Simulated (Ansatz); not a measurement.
CH$_{8}$S$_{2}$Si$_{2}$, SMILES `CSS[SiH2][SiH3]` at its PBE0-D4/def2-TZVP geometry, where that method's forces vanish. Total charge 0; spin multiplicity 1.

```xyz
13

C    -1.4732   -0.6882    2.2002
S     0.2710   -0.5672    1.7713
S     0.4223    1.3865    1.1424
Si   -0.0267    1.0355   -0.9322
Si    1.6575   -0.2299   -1.9462
H    -1.6238   -1.7106    2.5549
H    -1.7242    0.0113    2.9966
H    -2.1035   -0.5144    1.3285
H    -1.3564    0.3743   -1.0375
H    -0.1188    2.3840   -1.5611
H     1.8491   -1.5212   -1.2390
H     2.9271    0.5436   -1.9122
H     1.2995   -0.5036   -3.3657
```

**Question.** What forces (eV/Å) does PBE-D4/def2-TZVPP give on these atoms in the Gaussian-basis code of Ansatz? (An estimate is asked.)

**Answer.** Ansatz gave: 
```
C1  -0.073 -0.006  0.022
S2   0.274 -0.272  0.037
S3   0.096  0.343  0.108
Si4  0.060 -0.067 -0.081
Si5 -0.066  0.051  0.029
H6  -0.040 -0.210  0.074
H7  -0.066  0.139  0.167
H8  -0.141  0.033 -0.180
H9  -0.151 -0.068 -0.020
H10 -0.017  0.150 -0.081
H11  0.022 -0.132  0.071
H12  0.131  0.074  0.000
H13 -0.028 -0.035 -0.146
```
